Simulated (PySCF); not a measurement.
The multiplicity is imposed and other spin states were not computed.

[Zr(F)3(OH)] (charge 0, multiplicity 1)

Level of theory: PySCF 2.14.0 with TPSSh-D3(BJ)/def2-TZVP // TPSS-D3(BJ)/def2-SVP.

HOMO: -9.26 eV
dipole moment: 2.70 D
HOMO–LUMO gap: 8.01 eV
LUMO: -1.25 eV
charge on the central atom (Mulliken): 1.82 e
total energy: -422.8895 Ha
cost: very roughly 2.4 core-minutes

```xyz
6

Zr    -0.2006    -0.1160    -0.0822
F     -0.4648     1.7440     0.3037
F      0.4449    -0.2983    -1.8782
F     -1.8738    -1.0382     0.0883
O      1.0751    -0.8601     1.1343
H      1.7290    -1.2346     1.7379
```
Charge 0, spin multiplicity 1.
